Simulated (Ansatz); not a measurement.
CH₃Si, doublet, at a GFN2-xTB geometry; Ansatz (a program for electronic structure) with PBE0-D4/cc-pVDZ.

The Ansatz input:
Ansatz 0.2 input:
```yaml
crystal:
  periodic: [false, false, false]
  atoms:
    - {symbol: C, position_ang: [-1.04543292, 0.37757985, 0.25929890]}
    - {symbol: Si, position_ang: [0.55139882, -0.27850553, -0.14254284]}
    - {symbol: H, position_ang: [-1.91624580, -0.26241715, 0.25632445]}
    - {symbol: H, position_ang: [-1.27689446, 1.39328815, -0.03892833]}
    - {symbol: H, position_ang: [1.74615437, 0.50272732, 0.22241033]}
basis:
  gaussian:
    orbitals: cc-pVDZ
hamiltonian:
  xc: pbe0
  dispersion: d4
magnetization: {spin_polarized: true, initial_magnetization: 1}
```

Output, abridged:

```
Functional definition: PBE0
445 factors; integrals over basis functions are off by at most 1.2e-3 eV
mean field evaluation 1: about -8947.7347 eV, gradient 3.6e1 eV
mean field evaluation 2: about -8924.5620 eV, gradient 6.2e1 eV
mean field evaluation 4: about -8955.3015 eV, gradient 3.9e0 eV
mean field evaluation 8: about -8955.5138 eV, gradient 2.1e-1 eV
mean field evaluation 16: about -8955.5219 eV, gradient 1.2e-2 eV
mean field evaluation 32: about -8955.3731 eV, gradient 7.6e-1 eV
mean field -8955.52186689 eV, -329.1093583373 hartree, gradient 3.5e-5 eV, S^2 0.776842; 2 other end points of the search recorded, 0 dependent functions left out
reference -8955.52188950 eV, -329.1093591682 hartree; 12, 11 occupied and 35, 36 virtual orbitals, 445 factors
Total energy: -8955.57697003 eV, -329.1113833405 hartree
```
